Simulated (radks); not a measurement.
Effect of the nuclear size on neutral holmium, [Xe] 4f11 6s2. Calculated with a radial shooting solver on a logarithmic mesh with Libxc functionals: Dirac Kohn-Sham, exchange-only LDA, spin-unpolarised, spherical densities, finite nucleus; open shells are shared between the two j in proportion to 2j + 1; Fermi nuclear charge, rms radius 5.2022 fm. The rms radius is varied about that value; shifts are against it.

rms radius (fm) = 4.656: total energy shift (eV) -5.67; density at nucleus (e/bohr^3) 8.274e+05; 1s1/2 shift (meV) -2330; 2s1/2 shift (meV) -308; 5s1/2 shift (meV) -2.34; 5p1/2 shift (meV) 0.248; 6s1/2 shift (meV) -0.086; 4f7/2 shift (meV) 0.416; 6p1/2 (empty) shift (meV) 0.071
rms radius (fm) = 4.7548: total energy shift (eV) -4.68; density at nucleus (e/bohr^3) 8.226e+05; 1s1/2 shift (meV) -1920; 2s1/2 shift (meV) -254; 5s1/2 shift (meV) -1.93; 5p1/2 shift (meV) 0.205; 6s1/2 shift (meV) -0.071; 4f7/2 shift (meV) 0.343; 6p1/2 (empty) shift (meV) 0.059
rms radius (fm) = 5.2022: total energy shift (eV) 0; density at nucleus (e/bohr^3) 8.021e+05; 1s1/2 shift (meV) 0.000; 2s1/2 shift (meV) 0.000; 5s1/2 shift (meV) 0.000; 5p1/2 shift (meV) 0.000; 6s1/2 shift (meV) 0.000; 4f7/2 shift (meV) 0.000; 6p1/2 (empty) shift (meV) 0.000
rms radius (fm) = 5.3947: total energy shift (eV) 2.11; density at nucleus (e/bohr^3) 7.94e+05; 1s1/2 shift (meV) 865; 2s1/2 shift (meV) 114; 5s1/2 shift (meV) 0.870; 5p1/2 shift (meV) -0.092; 6s1/2 shift (meV) 0.032; 4f7/2 shift (meV) -0.154; 6p1/2 (empty) shift (meV) -0.027
rms radius (fm) = 6.3935: total energy shift (eV) 13.9; density at nucleus (e/bohr^3) 7.57e+05; 1s1/2 shift (meV) 5710; 2s1/2 shift (meV) 755; 5s1/2 shift (meV) 5.74; 5p1/2 shift (meV) -0.608; 6s1/2 shift (meV) 0.211; 4f7/2 shift (meV) -1.02; 6p1/2 (empty) shift (meV) -0.175

Slopes of the eigenvalues against <r^2> in GHz/fm^2, as finite differences over the two radii next to the reference (eigenvalue slopes, not the field-shift constants of lines): 1s1/2 104000, 2s1/2 13700, 5s1/2 104, 5p1/2 -11.1, 6s1/2 3.84, 4f7/2 -18.5, 6p1/2 (empty) -3.18.
